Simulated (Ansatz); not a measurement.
InF₃. Total charge 0; triplet. Geometry r2SCAN-D4/def2-TZVP; atoms count from 1.

```tsv
atom	x (Å)	y (Å)	z (Å)
In1	0.173	-0.458	0.740
F2	1.219	1.152	1.094
F3	0.096	-0.775	-1.361
F4	-1.487	0.082	-0.473
```

In the def2 sets In takes a core potential; there is no spin–orbit coupling. At PBE0-D4/def2-TZVP a singlet of charge 0 lies 3.59 eV below the triplet, each at its own geometry. The structure comes from a short search, and lower isomers may exist.

Estimate the Mulliken populations from the PBE0/def2-TZVP orbitals of Ansatz.


```tsv
atom	charge (e)	spin (α − β)
In1	0.97	0.80
F2	-0.46	0.12
F3	-0.26	0.54
F4	-0.26	0.54
```
Mulliken values and Mayer orders depend strongly on the basis.

Where does the spin sit?

Summed by element: In 0.80, F 1.20, of 2 unpaired in all. Largest on single atoms: In1 0.80, F3 0.54, F4 0.54.

And the Mayer bond orders between bonded heavy atoms (over 0.3)?

In1–F2 0.87 (1.95 Å); In1–F3 0.41 (2.13 Å); In1–F4 0.41 (2.13 Å). Values over 0.3 also appear between atoms too far apart for a bond (F3–F4 0.44 at 2.01 Å); they arise where an orbital or an unpaired electron spreads over both atoms.
